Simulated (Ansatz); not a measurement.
Geometry optimisation, Ansatz, RKS PBE/def2-SVP.

Input file:

```yaml
crystal:
  periodic: [false, false, false]
  atoms:
    - { symbol: Ta, position_ang: [-0.902456, 0.310544, -0.359228] }
    - { symbol: Cl, position_ang: [2.552652, -0.593395, 0.540938] }
    - { symbol: O, position_ang: [-0.216158, 0.806999, 1.337307] }
    - { symbol: H, position_ang: [0.604374, 1.120186, 1.759022] }
    - { symbol: Cl, position_ang: [-1.324177, 0.261523, -2.689984] }
    - { symbol: F, position_ang: [-2.630887, 0.971439, 0.023106] }
    - { symbol: O, position_ang: [-0.347717, -1.503739, -0.358388] }
    - { symbol: H, position_ang: [0.197021, -1.977539, 0.299838] }
    - { symbol: Si, position_ang: [0.877391, 1.97385, -1.231871] }
    - { symbol: H, position_ang: [1.946265, 1.179384, -1.979233] }
    - { symbol: H, position_ang: [0.355259, 2.996928, -2.206801] }
    - { symbol: H, position_ang: [1.641093, 2.716169, -0.156757] }
    - { symbol: H, position_ang: [2.51064, -0.050148, -0.687448] }
basis:
  gaussian: { orbitals: def2-SVP }
hamiltonian:
  xc: pbe
relax:
  f_tol: 0.03
  max_steps: 50
output:
  orbitals: {}
```

Launched with:

```bash
$ ansatz run input.yaml --threads 4 --pin off --max-ram 5120MiB --backend cpu --events-out ev --progress --plain --runs-dir out
```

Question: Where does it end, and by what steps?

Answer: It converged. After 22 steps the energy has fallen by 0.181 eV; Cl2 moved furthest, 0.95 Å.

```tsv
step	energy less start (eV)	largest force component (eV/Å)	accepted
0	0.0000	0.921	yes
1	-0.0860	0.719	yes
2	-0.1118	0.634	yes
3	-0.1168	0.632	yes
4	-0.1272	0.402	yes
5	-0.1355	0.083	yes
6	-0.1423	0.070	yes
7	-0.1504	0.311	yes
8	-0.1508	0.406	yes
9	-0.1436	0.659	no
10	-0.1625	0.149	yes
11	-0.1710	0.046	yes
12	-0.1733	0.213	yes
13	-0.1751	0.157	yes
14	-0.1769	0.089	yes
15	-0.1776	0.136	yes
16	-0.1790	0.070	yes
17	-0.1796	0.037	yes
18	-0.1802	0.074	yes
19	-0.1805	0.097	yes
20	-0.1807	0.068	yes
21	-0.1809	0.046	yes
22	-0.1810	0.019	yes
```

```xyz
13
Properties=species:S:1:pos:R:3
Ta -1.011 0.321 -0.302
Cl 2.866 -1.341 0.039
O -0.325 0.946 1.361
H 0.200 1.645 1.786
Cl -1.429 0.277 -2.627
F -2.806 0.774 0.085
O -0.347 -1.436 -0.196
H 0.585 -1.693 0.014
Si 0.845 2.039 -1.168
H 2.015 1.123 -1.540
H 0.590 2.872 -2.394
H 1.416 2.939 -0.091
H 2.663 -0.255 -0.676
```

Whether the end is a true minimum wasn't checked by a vibrational analysis.

Time of the run: 36 s on 4 threads of Intel(R) Xeon(R) 6975P-C (Granite Rapids) (shared host), peak memory 0.28 GiB.
